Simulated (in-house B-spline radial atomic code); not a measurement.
**Ionising Zr5+ with different functionals**

Computed with a radial B-spline atomic code at the basis-set limit: non-relativistic Hamiltonian, point nucleus, spin-polarised at highest spin, spherical fractional occupations for the functionals, and exact exchange of hybrids averaged over the configuration. The ionisation energy is the difference of two self-consistent energies, [Ar] 3d10 4s2 4p5 → [Ar] 3d10 4s2 4p4, without Breit or QED terms; ε is the level of the shell that loses the electron (its least bound occupied spin orbital). There is no spin-orbit coupling in this Hamiltonian.

```tsv
method	rung	ΔSCF (eV)	-ε(4p) (eV)
PBE0	global hybrid	96.26	90.42
B3LYP	global hybrid	96.33	90.00
TPSSh	global hybrid	96.34	89.25
M06-2X	global hybrid	96.29	92.83
BHandHLYP	global hybrid	96.12	92.40
r2SCAN0	global hybrid	96.44	90.72
B97-1	global hybrid	96.21	90.03
HSE06	range-separated hybrid	?	?
wB97X	range-separated hybrid	96.08	92.91
CAM-B3LYP	range-separated hybrid	?	?
LC-wPBE	range-separated hybrid	96.35	93.48
```

Q: What does HSE06 give?

A: ΔSCF 96.22 eV, and -ε(4p) = 89.95 eV.

Q: What does CAM-B3LYP give?

A: ΔSCF 96.30 eV, and -ε(4p) = 91.95 eV.

Q: Among the functionals, which spreads more, the ΔSCF values or the orbital energies?

A: The orbital energies: ΔSCF values span about 0.36 eV and the orbital energies 4.23 eV; here energy differences depend much less on the functional than eigenvalues do.

Q: How do they compare with the NIST value?

A: NIST lists 96.38 eV ± 0.04 (semi-empirical, ground level to ground level). Errors run from -0.30 to +0.06 eV; LC-wPBE is closest (-0.03 eV), though others lie within the uncertainty of it, and part of that can be cancellation, since the calculations leave out relativity, Breit-QED terms, multiplet and fine-structure energies.
